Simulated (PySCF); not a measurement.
## C₆ coefficients of unlike pairs at PBE0

Calculated with PySCF 2.14 from the dipole response of each species, C₆(A,B) = (3/π) ∫ α_A(iu) α_B(iu) du, in atomic units, from isotropic polarisabilities. For ions this is the dispersion term alone; charge-induced terms of lower order in 1/R come first.

```json
{"species": "Be⁺", "configuration": "[He] 2s1 (2S)", "basis": "x2c-QZVPPall with one added diffuse shell each of s, p type (8s5p2d1f)", "relativity": "spin-free X2C", "α (bohr³)": "22.22", "C₆ (like pair)": "60.01"}
{"species": "Ar³⁺", "configuration": "[Ne] 3s2 3p3 (4S)", "basis": "aug-cc-pV(Q+d)Z (7s6p5d3f2g)", "relativity": "none", "α (bohr³)": "3.612", "C₆ (like pair)": "9.798"}
{"species": "Cl", "configuration": "[Ne] 3s2 3p5 (2P)", "basis": "aug-cc-pVTZ-DK (6s5p3d2f)", "relativity": "spin-free X2C", "α (bohr³)": "14.59", "C₆ (like pair)": "93.13"}
{"species": "Cu³⁺", "configuration": "[Ar] 3d8 (3F)", "basis": "def2-QZVPPD (11s6p5d4f2g)", "relativity": "none", "α (bohr³)": "1.545", "C₆ (like pair)": "3.528"}
```

**Question.** Estimate C₆ for Cl with Be⁺.

**Answer.** The integral gives 62.63. The combination rule 2 C_A C_B / (C_A α_B/α_A + C_B α_A/α_B) gives 61.68 and the geometric mean 74.76.

No spin-orbit coupling is included.

The other pairs:

```json
{"pair": "Cu³⁺, Cl", "C₆": "15.18"}
{"pair": "Cu³⁺, Ar³⁺", "C₆": "5.513"}
{"pair": "Cu³⁺, Be⁺", "C₆": "8.060"}
{"pair": "Cl, Ar³⁺", "C₆": "29.23"}
{"pair": "Ar³⁺, Be⁺", "C₆": "17.33"}
```
